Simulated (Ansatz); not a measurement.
```yaml
crystal:
  periodic: [false, false, false]
  atoms:
    - {symbol: S, position_ang: [-0.744102, 0.419598, -1.434633]}
    - {symbol: C, position_ang: [-0.256478, 0.670709, 0.282169]}
    - {symbol: B, position_ang: [0.880330, -0.146161, -0.453793]}
    - {symbol: Si, position_ang: [-0.166188, -1.106390, 0.871088]}
    - {symbol: H, position_ang: [-0.154467, 1.502515, -1.991354]}
    - {symbol: H, position_ang: [-0.406235, 1.656434, 0.704912]}
    - {symbol: H, position_ang: [1.942543, 0.104762, -0.924005]}
    - {symbol: H, position_ang: [-1.354732, -1.976807, 0.669443]}
    - {symbol: H, position_ang: [0.347930, -1.170758, 2.259073]}
basis:
  gaussian: {orbitals: def2-TZVPD, fitting: {mean_field: cc-pVTZ-jkfit}}
hamiltonian: {xc: {name: HF}}
correlation: {method: mp2, frozen_orbitals: {S: 9}}
accuracy: high
output: {forces: true}
```

```sh
$ ansatz run in.yaml --threads 2 --pin off --events-out ev --progress --plain --max-ram 4352MiB
```

Shortened log:

```
Functional definition: HF
Error: "frozen_orbitals" has no count for C
```

Q: Something in this input is off. What?

A: Frozen orbitals are typed for one element alone, and the program wants a count for each. The program refused the input.
